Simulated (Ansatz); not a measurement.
Reaction (formal exchange of groups at the Si–O bond): `C[O][GeH]([Cl])[O][SiH3]` + CH₄ → SiH₄ + `C[O][GeH]([Cl])[O]C`

Calculated with Ansatz (gas phase, PBE0-D4/def2-TZVP geometries, no zero-point term in ΔE). CCSD(T)/CBS is the MP2 limit (def2-TZVPP, def2-QZVPP) plus CCSD(T) − MP2 in def2-TZVPP, frozen cores. This one scheme is used for every species. For Ge outer-core shells are correlated without core-valence functions, which leaves a few kJ/mol of doubt a bond. Scalar relativity is left out up to krypton. One conformer a species, not always the lowest.

```
                   species  CCSD(T)/CBS(def2) energy (Eh)
`C[O][GeH]([Cl])[O][SiH3]`                    -3017.69990
                       CH₄                      -40.46206
                      SiH₄                     -291.46306
     `C[O][GeH]([Cl])[O]C`                    -2766.62100
```

Problem. Work out ΔE.

Solution. ΔE = (-291.46306) + (-2766.62100) − (-3017.69990) − (-40.46206) = 0.07790 Eh = +48.9 kcal/mol.

Largest T1 diagnostic among the species: 0.012.

From PBE to PBE0 (25 % exact exchange), in def2-TZVPP and without D4, ΔE moves by +1.8 kcal/mol. The D4 term adds +1.2 kcal/mol with B3LYP and +0.7 kcal/mol with PBE0; it sums over pairs of atoms, weighted by their polarisabilities, and B3LYP, whose exchange is more repulsive, gets the larger term.

B3LYP here is the variant with VWN-RPA as its local correlation; programs differ in this.
